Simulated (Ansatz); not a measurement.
Ansatz (a program for electronic structure) input:
A basis named .json is the Basis Set Exchange file of that set.

Ansatz 0.2 input:
```yaml
crystal:
  periodic: [false, false, false]
  atoms:
    - {symbol: Si, position_ang: [-1.51499564, 0.04184270, 0.04019941]}
    - {symbol: Br, position_ang: [0.71951806, 0.02065043, -0.02185572]}
    - {symbol: H, position_ang: [-2.02122664, -0.73739375, -1.11751853]}
    - {symbol: H, position_ang: [-1.95196630, -0.57116922, 1.31967709]}
basis:
  gaussian:
    orbitals: def2-TZVPP
    fitting: {mean_field: def2-universal-jkfit, correlation: def2-TZVPP-RIFIT.json}
magnetization: {spin_polarized: true, initial_magnetization: 1}
correlation: {method: mp2, electrons: outside_noble_gas}
```

Q: What final total energy does it print?

A: -2862.79380 Eh (RI-MP2/def2-TZVPP). The basis has 118 functions.

It need not be the lowest isomer of its formula.
